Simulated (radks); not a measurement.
The numbers below are computed, except where a source is named.
These are the eigenvalues of the occupied orbitals of an atom or ion with whole-number occupations (hartree). Code: a radial shooting solver on a logarithmic mesh with Libxc functionals. Model: non-relativistic Kohn-Sham, PBE, spin-polarised, spherical densities, point nucleus.

| orbital | eigenvalue |
|---|---|
| 1s up | -14.10925 |
| 1s down | -14.05334 |
| 2s up | -0.72953 |
| 2s down | -0.56155 |
| 2p up | -0.30518 |

Which element is it, and in what charge state? The configuration may be excited. Open shells, if any, are filled with parallel spins first.

Answer. Z = 7, nitrogen, charge 0: N in [He] 2s2 2p3. The list shows which subshells hold electrons but not how many an open one holds; the 1s level, -14.109 hartree, gives Z - s = 5.3 by -(Z - s)^2/2, which with screening narrows Z to a few neighbours, and the depths of the outer levels then fix element, charge and occupations together.
